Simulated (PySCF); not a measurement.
C2H9GeNO, SMILES CC[O][GeH2][NH2] (PBE0/def2-SVP optimised geometry):

```
14

Ge    -1.906    -0.436     0.000
N     -2.489    -1.197    -1.550
O     -0.126    -0.436     0.000
C      0.581     0.165    -1.059
C      2.049    -0.177    -0.934
H     -2.447     1.009     0.000
H     -2.238    -1.223     1.276
H     -2.556    -2.208    -1.593
H     -3.284    -0.768    -2.009
H      0.192    -0.181    -2.036
H      0.452     1.267    -1.038
H      2.631     0.287    -1.745
H      2.194    -1.267    -0.980
H      2.447     0.177     0.029
```

Method: PySCF 2.14.0 with PBE0/def2-TZVP.

### Question
What are the frontier orbital energies and the dipole moment?

### Answer
HOMO-2 -8.34 eV, HOMO-1 -7.57 eV, HOMO -7.44 eV, LUMO 0.68 eV, LUMO+1 1.13 eV; dipole moment 1.91 D.

On the same geometry PBE/def2-TZVP (PySCF) gives HOMO-2 -6.86 eV, HOMO-1 -6.07 eV, HOMO -5.95 eV, LUMO -0.16 eV, LUMO+1 0.25 eV; dipole moment 1.86 D.

Meta-Löwdin charges at PBE0/def2-TZVP: Ge1 0.84, N2 -0.72, O3 -0.61, C4 0.02, C5 -0.34, H6 -0.09, H7 -0.08, H8 0.23, H9 0.24, H10 0.09, H11 0.08, H12 0.11, H13 0.12, H14 0.12.
